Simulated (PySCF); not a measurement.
**Excitation energies in several basis sets**

Species: C3H7NSi.
Numbering: `[H]/[N:1]=[CH:2]\[C@@H:3]1[CH2:4][SiH2:5]1` (hydrogens: H6 on N1; H7 on C2; H8 on C3; H9, H10 on C4; H11, H12 on Si5)

TDDFT with PBE0 (PySCF), vertical singlets, core orbitals frozen in the response, spherical d and f functions. One conformer (not necessarily the lowest) at the PBE0-D3(BJ)/def2-SVP geometry, without solvent, vibrations or thermal averaging.

Question: How do the low singlets change with the basis? Take 6-31G*, 6-31+G*, def2-SVP, def2-SVPD, aug-cc-pVDZ, def2-TZVP and def2-TZVPD.

Answer: 

```tsv
basis	functions	diffuse	S1 (eV)	S2 (eV)	S3 (eV)	S4 (eV)	S5 (eV)	LUMO (eV)	α (au)
6-31G*	88	no	5.39	6.21	6.42	6.80	6.93	-0.06	61.5
6-31+G*	108	yes	5.28	5.83	5.95	6.07	6.37	-0.50	70.0
def2-SVP	109	no	5.30	6.25	6.44	6.74	6.85	-0.14	64.1
def2-SVPD	160	yes	5.20	5.97	6.13	6.32	6.60	-0.45	73.4
aug-cc-pVDZ	182	yes	5.19	5.77	5.83	5.98	6.19	-0.56	75.6
def2-TZVP	203	no	5.25	5.94	6.10	6.38	6.57	-0.43	71.2
def2-TZVPD	254	yes	5.19	5.80	5.93	6.08	6.36	-0.55	75.1
```

States are compared by their number. Against the largest diffuse basis here (def2-TZVPD, itself not a converged limit), sets without diffuse functions differ by up to 0.20 eV in S1 and 0.57 eV in S5; the smaller diffuse sets differ by up to 0.10 and 0.24 eV. State by state, the largest deviation of a set without diffuse functions is S1 0.20, S2 0.45, S3 0.50, S4 0.73, S5 0.57 eV. The same number needn't mean the same state in each row. Against def2-TZVPD the polarisability deviates by -18% in 6-31G*, -7% in 6-31+G*, -15% in def2-SVP, -2% in def2-SVPD, +1% in aug-cc-pVDZ, -5% in def2-TZVP. A single + in a Pople set puts diffuse functions on heavy atoms only.
